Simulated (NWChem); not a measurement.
System: SiH$_{4}$SeO; SMILES O[Se][SiH3]

The following NWChem deck was run.

```
start job
memory heap 200 mb stack 900 mb global 1100 mb
geometry units angstroms
  Se     0.502620     0.621974    -0.261213
  O     -1.204635     1.272813    -0.381161
  H     -1.440879     1.549449     0.514496
  Si    -0.148081    -1.557044    -0.006113
  H      1.116806    -2.345857     0.094426
  H     -0.952324    -2.003792    -1.178826
  H     -0.957583    -1.724745     1.237155
end
basis spherical
  Se library def2-svp
  O library def2-svp
  H library def2-svp
  Si library def2-svp
end
dft
  xc xpbe96 cpbe96
  iterations 150
end
driver
  maxiter 120
end
task dft optimize
task dft freq
```

NWChem printed, in part:

```
             Northwest Computational Chemistry Package (NWChem) 7.3.0
             --------------------------------------------------------

 C1  symmetry detected

                             Geometry "geometry" -> ""
                             -------------------------

 Output coordinates in angstroms (scale by  1.889725989 to convert to a.u.)

  No.       Tag          Charge          X              Y              Z
 ---- ---------------- ---------- -------------- -------------- --------------
    1 Se                  34.0000     0.43187934     0.55798845    -0.00568178
    2 O                    8.0000    -1.29591478     1.16081379    -0.06914541
    3 H                    1.0000    -1.54760045     1.32567936     0.84955685
    4 Si                  14.0000    -0.14514576    -1.65642991    -0.00648306
    5 H                    1.0000     1.14543321    -2.40883404     0.01733116
    6 H                    1.0000    -0.92557519    -1.99346025    -1.23081423
    7 H                    1.0000    -0.95679621    -1.99148394     1.20103289

 Effective nuclear repulsion energy (a.u.)     259.3333323991

                                Z-matrix (autoz)
                                --------

 Units are Angstrom for bonds and degrees for angles

[...]

      ----------------------
      Optimization converged
      ----------------------

  Step       Energy      Delta E   Gmax     Grms     Xrms     Xmax
  ---- ---------------- -------- -------- -------- -------- --------
@    8   -2767.61858284 -4.8D-08  0.00002  0.00001  0.00007  0.00017
                                     ok       ok       ok       ok

                                Z-matrix (autoz)
                                --------

 Units are Angstrom for bonds and degrees for angles

[...]

 Rotational Constants
 --------------------
 A=   0.319460 cm-1  (  0.459621 K)
 B=   0.117747 cm-1  (  0.169408 K)
 C=   0.089563 cm-1  (  0.128858 K)

 Temperature                      =   298.15K
 frequency scaling parameter      =   1.0000

 Zero-Point correction to Energy  =   23.730 kcal/mol  (  0.037815 au)
 Thermal correction to Energy     =   27.240 kcal/mol  (  0.043410 au)
 Thermal correction to Enthalpy   =   27.832 kcal/mol  (  0.044353 au)

 Total Entropy                    =   76.018 cal/mol-K
   - Translational                =   40.411 cal/mol-K (mol. weight = 126.9214)
   - Rotational                   =   25.663 cal/mol-K (symmetry #  =        1)
   - Vibrational                  =    9.945 cal/mol-K

 Cv (constant volume heat capacity) =   18.058 cal/mol-K
   - Translational                  =    2.979 cal/mol-K
   - Rotational                     =    2.979 cal/mol-K
   - Vibrational                    =   12.099 cal/mol-K

[normal modes left out]

 ----------------------------------------------------------------------------
 Normal Eigenvalue ||           Projected Infra Red Intensities
  Mode   [cm**-1]  || [atomic units] [(debye/angs)**2] [(KM/mol)] [arbitrary]
 ------ ---------- || -------------- ----------------- ---------- -----------
    1       -0.000 ||    0.000043           0.001         0.042       0.011
    2       -0.000 ||    0.000534           0.012         0.520       0.130
    3       -0.000 ||    0.000005           0.000         0.004       0.001
    4        0.000 ||    0.000469           0.011         0.457       0.114
    5        0.000 ||    0.000029           0.001         0.028       0.007
    6        0.000 ||    0.001263           0.029         1.232       0.307
    7      130.794 ||    0.001042           0.024         1.016       0.253
    8      146.943 ||    0.001183           0.027         1.154       0.288
    9      337.856 ||    0.084145           1.941        82.029      20.460
   10      372.771 ||    0.000431           0.010         0.421       0.105
   11      552.711 ||    0.007624           0.176         7.433       1.854
   12      564.116 ||    0.010930           0.252        10.655       2.658
   13      603.452 ||    0.041843           0.965        40.790      10.174
   14      861.012 ||    0.244791           5.648       238.634      59.521
   15      881.138 ||    0.042255           0.975        41.193      10.274
   16      919.601 ||    0.067873           1.566        66.166      16.504
   17     1069.761 ||    0.046086           1.063        44.927      11.206
   18     2152.749 ||    0.066065           1.524        64.404      16.064
   19     2168.237 ||    0.094729           2.185        92.346      23.033
   20     2179.791 ||    0.080936           1.867        78.901      19.680
   21     3666.070 ||    0.071382           1.647        69.587      17.357
 ----------------------------------------------------------------------------
```

Level: PBE/def2-SVP. This build's default masses of Se (78.918 u) and Br (79.917 u) are each other's, which moves their modes by up to 0.6 %.
